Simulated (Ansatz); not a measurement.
The molecule ZnF, multiplicity 2 (the spin of the measured ground state). No spin–orbit coupling. Zn is treated without relativity.

D_e counts from the fitted minimum to each atom's lowest state at the same level, without counterpoise.

Correlated levels freeze the inner cores; with def2 sets outer-core shells near the valence are correlated too.

Programs: Ansatz (Gaussian orbitals). Each number belongs to the level named beside it.

### Question
What is the computed bond energy D_e (CCSD(T)/def2-QZVPP)?

### Answer
3.09 eV

### Question
What bond energy D_e does CCSD(T)/def2-TZVPP give?

### Answer
2.91 eV

### Question
Give the bond energy D_e at the level CCSD/def2-QZVPP.

### Answer
3.04 eV

Ansatz is a first-principles code.
